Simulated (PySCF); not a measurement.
# Oscillator strengths, rates and cross-sections

C3H10GaN.
Bonds: C1–C2 (double), C2–C3, C3–Ga4, Ga4–N5. Hydrogens: H6, H7 on C1; H8 on C2; H9, H10 on C3; H11, H12 on Ga4; H13, H14, H15 on N5.

Theory: TDDFT PBE0/def2-SVPD, vertical, gas phase, core orbitals frozen in the response in PySCF. Geometry: PBE0-D3(BJ)/def2-SVP, one conformer, isolated molecule. Relativistic effects, spin–orbit coupling among them, are left out although an element past zinc is present. Torsions of this conformer, `[CH2:1]=[CH:2][CH2:3][GaH2-:4][NH3+:5]`: C1–C2–C3–Ga4 -98°, C2–C3–Ga4–N5 47°.

Computed singlets with f of 0.002 or more:

```
state  E (eV)      f
   S1    5.26  0.025
   S2    5.76  0.305
   S3    6.15  0.016
   S4    6.37  0.016
   S5    6.63  0.012
   S6    6.73  0.050
   S7    6.78  0.022
   S8    6.91  0.074
   S9    7.23  0.038
  S10    7.28  0.041
```

Give A, τ, |μ| and ∫σ dE for each state.

Relations used (vacuum, state to state): A = 0.6670 f ν̃² s⁻¹ (ν̃ in cm⁻¹); τ = 1/A; f = (2/3) ΔE |μ|² in atomic units; ∫σ dE = 109.76 f Mb·eV.

```csv
state,A (s⁻¹),τ,|μ| (D),∫σ dE (Mb·eV)
S1,3.0×10⁷,34 ns,1.11,2.7
S2,4.4×10⁸,2.3 ns,3.74,33
S3,2.6×10⁷,39 ns,0.82,1.7
S4,2.8×10⁷,35 ns,0.82,1.8
S5,2.3×10⁷,43 ns,0.70,1.3
S6,9.8×10⁷,10 ns,1.40,5.5
S7,4.5×10⁷,22 ns,0.93,2.5
S8,1.5×10⁸,6.5 ns,1.68,8.1
S9,8.5×10⁷,12 ns,1.17,4.1
S10,9.5×10⁷,11 ns,1.22,4.5
```

Leading configurations: S1 H→L (98%); S2 H→L+1 (94%); S3 H→L+2 (96%); S4 H-1→L (94%); S5 H→L+3 (91%); S6 H-1→L+1 (84%); S7 H→L+4 (48%); S8 H→L+5 (56%); S9 H-1→L+2 (94%); S10 H→L+6 (89%) (H = HOMO, L = LUMO).

These lifetimes count emission to the ground state at the vertical energy alone; relaxation of the geometry and all other decay channels are left out.

How much energy does a mole of photons resonant with S2 carry?

5.757 eV × 96.485 = 555 kJ/mol (133 kcal/mol).

What is the integrated cross-section of all computed states together?

Σf = 0.599 over S1 to S10, so 109.76 × Σf ≈ 65.8 Mb·eV.

Suppose S1 emitted 0.3 eV lower with the same transition dipole. How would A change?

At fixed |μ|, A goes as the cube of the energy: (4.96/5.26)³ = 0.84, which makes τ about 40 ns.

All these states lie below the vertical ionisation energy of 8.18 eV (ΔSCF).

The run took 49 s of wall time on one thread, Arm Neoverse V1, on a shared host.
